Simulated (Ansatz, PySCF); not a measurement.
Isomers of C4H4. All species are isolated molecules in the gas phase. Strings in code marks are SMILES.

Quantity: electronic energy of isomers of C4H4 relative to `C#CC=C`, in kcal/mol. The restricted reference of `C#CC=C`, `C1=CC=C1` and `C=C=C=C` is unstable towards unrestricted orbitals.

Level 1: PBE-D3(BJ)/def2-TZVP // CAM-B3LYP-D3(BJ)/def2-TZVP (PySCF)
Level 2: frozen-core MP2/cc-pVQZ // CAM-B3LYP-D3(BJ)/def2-TZVP (Ansatz, an electronic-structure program)
Level 3: B3LYP/6-311+G** // CAM-B3LYP-D3(BJ)/def2-TZVP (PySCF)
Level 4: PBE/6-31G* // CAM-B3LYP-D3(BJ)/def2-TZVP (PySCF)

```
species     level 2  level 3  level 4
----------  -------  -------  -------
`C=C1C=C1`     23.7     23.0     15.4
`C1=CC=C1`     36.6     39.0     31.1
`C=C=C=C`      11.3     3.52    -0.87
```

Problem. What does level 1 give for each, and how far do the other levels lie from it on average?

Solution. 
- `C=C1C=C1`: 17.4
- `C1=CC=C1`: 33.6
- `C=C=C=C`: 0.84
Mean absolute difference from level 1, which has limits of its own, over these rows (drawn at random from the members that have all these levels): level 2 6.54 kcal/mol, level 3 4.54 kcal/mol, level 4 2.12 kcal/mol.
